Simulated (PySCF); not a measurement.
Structure problem from calculated spectra and properties.

Elements present: C, H, N, O and Si. Monoisotopic mass: 127.0453 u.

| Item | Value |
| --- | --- |
| NMR, other nuclei | isotropic shieldings of nuclei other than C and H, by class: -94 (1 N), 306 (1 O), 400 (1 Si) ppm [GIAO PBE0/pcSseg-1] |
| Rotational structure | rotational constants A, B, C: 2.745, 0.832, 0.698 GHz [GFN2-xTB] |
| UV, first state | lowest singlet excitation: 5.26 eV (236 nm, f = 0.002) [TDDFT wB97X-D/def2-SVPD] |
| UV, strongest line | among the 8 lowest singlet transitions: S8 at 7.91 eV (157 nm, f = 0.045) [TDDFT wB97X-D/def2-SVPD] |
| 1H NMR | chemical shifts (computed TMS as zero) by class: 11.04 (1 H), 8.73 (1 H), 5.02 (2 H), 4.14 (2 H), 2.56 (2 H), 2.00 (1 H) ppm [GIAO PBE0/pcSseg-1] |
| 13C NMR | chemical shifts (computed TMS as zero) by class: 176.5 (1 C), 104.0 (1 C), 87.4 (1 C), 65.0 (1 C), 47.2 (1 C) ppm [GIAO PBE0/pcSseg-1] |
| Dipole | 1.64 D [wB97X-D/def2-SVPD] |
| Triplet | lowest triplet excitation (Tamm–Dancoff): 4.51 eV [TDA wB97X-D/def2-SVPD] |
| Polarisability | 92.9 au [wB97X-D/def2-SVPD] |

The electronic properties come from PySCF, for the isolated species, density fitting. Levels stand in brackets. The structure is a single GFN2-xTB conformer in the gas phase; no vibrational or solvent corrections. NMR classes are plain means over equivalent atoms (diastereotopic ones count apart unless rotation or inversion swaps them), as if these changed places fast.

**Question.** Which formula fits the mass and the elements?

**Answer.** C5H9NOSi (calculated 127.0453). No other formula that holds each of these elements comes within 0.0003 u with a fitting electron parity and a possible valence count.

**Question.** Give a SMILES that accounts for the data.

**Answer.** Numbering: `[H]/[N:8]=[CH:7]/[CH2:6][CH2:5][O:4][SiH2:3][C:2]#[CH:1]`. Its formula, C5H9NOSi, gives 3 degrees of unsaturation: 0 rings and 3 π bonds in the structure found. 5 carbons fall into 5 classes; from least to most shielded: imine carbon [C7] (176.5 ppm), terminal alkyne carbon [C1] (104.0 ppm), alkyne carbon [C2] (87.4 ppm), sp3 carbon bound to oxygen [C5] (65.0 ppm), chain CH2 carbon [C6] (47.2 ppm). Hydrogen classes from least to most shielded: 1 H on an imine nitrogen, N8 (11.04 ppm), 1 H on an imine carbon, C7 (8.73 ppm), 2 H on an oxygen-bound silicon, Si3 (5.02 ppm), 2 H on an sp3 carbon bound to oxygen, C5 (4.14 ppm), 2 H on a chain CH2 carbon, C6 (2.56 ppm, a mean of values up to 0.6 ppm apart in this geometry), 1 H on a terminal alkyne carbon, C1 (2.00 ppm). The other shieldings belong to: -94 ppm, imine nitrogen [N8]; 306 ppm, silyl ether oxygen [O4]; 400 ppm, oxygen-bound silicon [Si3]. The optimised geometry has point group C1 and is an asymmetric top. Structure: `[H]/N=C/CCO[SiH2]C#C`. Computed isomers that give other values at the same levels: `C#C[SiH2]CNC(C)=O` (13C chemical shifts (computed TMS as zero) by class: 174.1 (1 C), 99.8 (1 C), 91.6 (1 C), 30.1 (1 C), 23.2 (1 C) ppm); `CC(/C=N\[SiH3])=C/C=O` (13C chemical shifts (computed TMS as zero) by class: 194.0 (1 C), 177.6 (1 C), 164.8 (1 C), 137.2 (1 C), 24.1 (1 C) ppm); `N#CC/C=C\CO[SiH3]` (rotational constant A: 3.662 GHz; this holds for the one conformer computed). The assignments are read from this structure; whether some other isomer fits the data as well wasn't checked.

Shape of the structure used: `[H]/[N:8]=[CH:7]/[CH2:6][CH2:5][O:4][SiH2:3][C:2]#[CH:1]`: C2–Si3–O4–C5 55°, Si3–O4–C5–C6 -167°, O4–C5–C6–C7 67°, C5–C6–C7–N8 129°.
